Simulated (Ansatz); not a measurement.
```yaml
atoms:
  - { symbol: C, position_ang: [0.0000, -0.3738, -0.0869] }
  - { symbol: O, position_ang: [0.0000, -0.3334, 1.0125] }
  - { symbol: O, position_ang: [0.0000, 0.6017, -0.8285] }
  - { symbol: H, position_ang: [0.0000, -1.2301, -0.6440] }
  - { symbol: H, position_ang: [0.0000, 1.3272, -0.3065] }
```

Basis set: 6-31G* (spherical functions). Left uncorrelated: 3 orbitals. Charge 0, multiplicity 1.

Computed with Ansatz (development build ahead of 0.2.0); each method stands on the lowest determinant of its kind that the runs found. Restricted open shells among the atoms or ions are ROHF, correlated in semicanonical orbitals with singles.

Task: Give the atomization energy at this shape (free ground-state atoms in the same class of orbitals less the molecule, no zero-point energy) of singlet CH2O2 by RHF-MP2, RHF.

Result:

```tsv
method	atomization energy
RHF-MP2	18.76 eV
RHF	13.40 eV
```

Caution: no unrestricted run beside it, a lower state can exist; the shape is not the minimum.
